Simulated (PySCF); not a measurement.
Compound: C2H4GeN2Se.
Geometry (PBE0-D3(BJ)/def2-SVP, Å), atoms numbered from 1 in this order:
```
atom  x, y, z in Å
Ge1    1.4811   -0.1765   -0.4406
C2    -0.4405   -0.5416   -0.3109
N3    -1.3275    0.4917   -0.5138
C4    -2.5525    0.0897   -0.3966
Se5   -2.6715   -1.7227    0.0011
N6    -0.8593   -1.7479   -0.0376
H7     1.7796    0.3757   -1.8437
H8     1.8516    0.8783    0.6143
H9     2.2506   -1.4796   -0.1967
H10   -3.4178    0.7474   -0.5189
```

Computed, not measured: PBE0-D3(BJ)/def2-SVP geometry optimisation, gas phase (PySCF).

Masses are those of the commonest isotopes; rigid-rotor values at the optimised geometry. 

Q: Give the principal moments of inertia and the rotational constants in MHz.

A: Ia = 83.89, Ib = 819.30, Ic = 896.84 u·Å²; 505379 MHz·u·Å²/I gives A = 6024, B = 616.8, C = 563.5 MHz.

Q: Classify the top.

A: A near-prolate asymmetric top. Ray's parameter κ = (2B − A − C)/(A − C) = -0.980; −1 is the prolate and +1 the oblate limit.

Q: Is it planar, by Δ = Ic − Ia − Ib?

A: Not planar: Δ = Ic − Ia − Ib = -6.35 u·Å². For a rigid frame Δ = −2 Σ m c², so Σ m c² = 3.17 u·Å² lies off the ab plane, practically all of it from hydrogen. The atom farthest from that plane is 1.26 Å away.

Q: Give the other two planar moments, Paa and Pbb, and the rms extents of the mass along the axes.

A: Paa = Σ m a² = (Ib + Ic − Ia)/2 = 816.13 and Pbb = Σ m b² = (Ia + Ic − Ib)/2 = 80.72 u·Å². With the mass M = 209.88 u, the rms extents √(P/M) along a, b and c are 1.97, 0.62, 0.12 Å.

Q: List the rotational levels J(Ka,Kc) to J = 3 (MHz).

A: Above 0(0,0):
J = 1: 1(0,1) 1180, 1(1,1) 6588, 1(1,0) 6641
J = 2: 2(0,2) 3541, 2(1,2) 8895, 2(1,1) 9055, 2(2,1) 25277, 2(2,0) 25277
J = 3: 3(0,3) 7080, 3(1,3) 12356, 3(1,2) 12676, 3(2,2) 28818, 3(2,1) 28820, 3(3,1) 55988, 3(3,0) 55988
The levels of one J sum to (2J + 1)J(J + 1)(A + B + C)/3.

Q: Which types of transition are allowed, and where do some lines up to J = 5 fall?

A: The dipole components are |μa| = 1.64 D, |μb| = 0.77 D, |μc| = 0.00 D; the mirror of this Cs structure is the ab plane, so μc vanishes by symmetry and there are no c-type lines. Intensities carry the squares of the components, which stand as 1.00 : 0.22 (a : b). Some of the stronger lines:

| type | branch | J(Ka,Kc) | MHz | lower level (cm⁻¹) |
| --- | --- | --- | --- | --- |
| a | Q | 3(1,2) ← 3(1,3) | 320 | 0.412 |
| b | R | 5(0,5) ← 4(1,4) | 722 | 0.566 |
| a | R | 2(0,2) ← 1(0,1) | 2360 | 0.039 |
| a | R | 3(2,2) ← 2(2,1) | 3541 | 0.843 |
| a | R | 3(1,2) ← 2(1,1) | 3621 | 0.302 |
| a | R | 4(2,3) ← 3(2,2) | 4721 | 0.961 |
| a | R | 4(3,1) ← 3(3,0) | 4722 | 1.868 |
| a | R | 4(2,2) ← 3(2,1) | 4725 | 0.961 |
| a | R | 4(1,3) ← 3(1,2) | 4827 | 0.423 |
| b | Q | 1(1,0) ← 1(0,1) | 5461 | 0.039 |
| b | Q | 3(1,2) ← 3(0,3) | 5596 | 0.236 |
| b | Q | 5(1,4) ← 5(0,5) | 5845 | 0.590 |
| a | R | 5(2,4) ← 4(2,3) | 5901 | 1.119 |
| a | R | 5(2,3) ← 4(2,2) | 5909 | 1.119 |
| b | R | 3(1,3) ← 2(0,2) | 8815 | 0.118 |
| b | R | 4(1,4) ← 3(0,3) | 9890 | 0.236 |
| b | Q | 5(2,3) ← 5(1,4) | 15917 | 0.785 |
| b | Q | 2(2,0) ← 2(1,1) | 16222 | 0.302 |
| b | R | 3(2,2) ← 2(1,1) | 19763 | 0.302 |
| b | R | 4(2,2) ← 3(1,3) | 21189 | 0.412 |
| b | R | 3(3,0) ← 2(2,1) | 30711 | 0.843 |
| b | R | 4(3,2) ← 3(2,1) | 31890 | 0.961 |
| b | R | 5(3,3) ← 4(2,2) | 33069 | 1.119 |
| b | Q | 4(4,0) ← 4(3,1) | 38037 | 2.025 |
| b | R | 4(4,0) ← 3(3,1) | 42759 | 1.868 |
| b | Q | 5(5,0) ← 5(4,1) | 48905 | 3.491 |
| b | Q | 5(5,1) ← 5(4,2) | 48905 | 3.491 |
| b | R | 5(5,0) ← 4(4,1) | 54808 | 3.294 |

Stationary, but not proved a minimum. Zero-point vibration and centrifugal distortion are left out. A rigid rotor knows nothing of internal rotation, which can split or shift real lines. Quadrupole hyperfine structure (14N) is left out.

On one thread of an Arm Neoverse V1, on a shared host, this took 2.5 min of wall time and 0.58 GiB of memory at its peak. That covers the optimisation of the geometry.
